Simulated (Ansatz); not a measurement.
Name a neutral molecule of Cl, F, O, Si, Sn and H with size of the dipole moment (ωB97M-V/def2-TZVPP) between 2.05 and 2.35 D and LUMO energy (ωB97M-V/def2-TZVPP) between -0.05 and 0.25 eV (Ansatz, PBE0-D4/def2-TZVP geometry).

`[F][SnH]([Cl])[O][SiH3]` (2.23 D, 0.17 eV). Other molecules can fit too; these were computed, each in one conformer that needn't be the lowest.
